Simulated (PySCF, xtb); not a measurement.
C3H7O2, SMILES C[C](O)CO, multiplicity 2. One conformer was computed; it need not be the lowest.

Harmonic wavenumbers (cm⁻¹) from GFN2-xTB run with xtb 6.7.1 at its own minimum, in rising order: 55, 77, 135, 286, 332, 354, 412, 492, 820, 928, 948, 1005, 1016, 1112, 1136, 1265, 1317, 1340, 1344, 1392, 1450, 1456, 1475, 2836, 2927, 2965, 2970, 3060, 3520, 3538.

What does PBE-D3(BJ)/def2-SVP (PySCF 2.14.0) give at its own minimum? (An estimate is asked for; the answer gives what the named calculation found.)

84, 128, 177, 319, 382, 426, 431, 559, 792, 908, 953, 965, 991, 1112, 1144, 1269, 1309, 1313, 1356, 1376, 1397, 1409, 1416, 2848, 2901, 3013, 3021, 3074, 3668, 3688. Paired by order, the mean absolute difference is 39 cm⁻¹ and the zero-point energies are 60.0 and 60.7 kcal/mol.
